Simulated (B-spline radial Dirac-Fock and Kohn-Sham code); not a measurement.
# What relativity does to the binding energies of Tl⁵⁰⁺

System: Tl⁵⁰⁺ in the configuration [Ar] 3d10 4s2 4p1.

Both columns are ΔSCF binding energies of the configuration average from a radial atomic solver: non-relativistic Hartree-Fock with a point nucleus, and Dirac-Fock with a finite nucleus and the Coulomb interaction alone, averaged over the two j levels with weights 2j+1.

```csv
shell,Hartree-Fock (eV),Dirac-Fock (eV),shift (eV),shift (%)
1s,80228.1,88767.1,+8539.01,+10.64
2s,15802.1,18133.4,+2331.31,+14.75
2p,15295.2,16105.3,+810.13,+5.30
3s,5673.6,6302.1,+628.53,+11.08
3p,5438.3,5693.6,+255.31,+4.69
3d,5018.9,5023.5,+4.62,+0.09
4s,2812.6,3038.3,+225.69,+8.02
4p,2721.8,2821.1,+99.26,+3.65
```

Relativity binds 1s, 2s, 2p, 3s, 3p, 3d, 4s, 4p more strongly, among those listed most of all 2s in relative terms.

Values without a named source are computed, but for edge energies of neutral atoms, which are taken from tables.
